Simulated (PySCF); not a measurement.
**Relaxation of singlet LuCl₂⁺**

These are results of PBE0/[Lu def2-TZVP with ECP28, Cl def2-TZVP], scalar-relativistic core potentials, density fitting, no spin–orbit coupling, PySCF, not measurements. A (50,194) grid was used.

A hand-made bent start, of C2v symmetry, held to at least that symmetry:

```xyz
3
charge 1 multiplicity 1, angstrom
Lu    0.0000    0.0000   -0.4190
Cl    2.0952    0.0000    1.0481
Cl   -2.0952    0.0000    1.0481
```

Optimiser trace:
```
step  E − E(last) (kJ/mol)  largest gradient (Eh/bohr)
   0                 90.89                     0.07130
   1                 19.77                     0.03706
   2                  5.56                     0.02514
   3                  0.38                     0.00356
   4                  0.11                     0.00085
   5                  0.04                     0.00093
   6                  0.00                     0.00051
   7                  0.00                     0.00009
```

It ends at C2v with Lu–Cl 2.297 Å (×2); Cl–Lu–Cl 112.4° (after a last refinement on a finer grid). A frequency run shows a minimum.

Stability towards spin polarisation was not tested.
